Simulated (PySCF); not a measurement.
Cd(F)(Me) (CH3CdF), SMILES [CH3][Cd][F]. Geometry: B3LYP-D3(BJ)/def2-TZVP. The def2 effective core potentials stand for the cores of Cd; spin–orbit coupling is left out.

These are B3LYP-D3(BJ)/def2-TZVP in PySCF 2.14.0 values and carry that method's errors.

Harmonic wavenumbers (cm⁻¹): 130, 130, 481, 580, 745, 745, 1197, 1462, 1462, 3057, 3147, 3147. Rotational constants (GHz): 158.4, 3.467, 3.467; symmetry number 3.

Work out the zero-point energy and the ideal-gas rigid-rotor harmonic-oscillator thermochemistry at 298.15 K and 1 atm.

ZPE = ½ Σ hcν = ½ × 16283 cm⁻¹ = 97.40 kJ/mol. H − E(el) = 112.53 kJ/mol. Entropy in J/(mol K): translation 170.94, rotation 85.63, vibration 32.09, total 288.66. G − E(el) = 26.47 kJ/mol. Cp = 67.07 J/(mol K). Modes under 150 cm⁻¹ make the vibrational entropy uncertain.
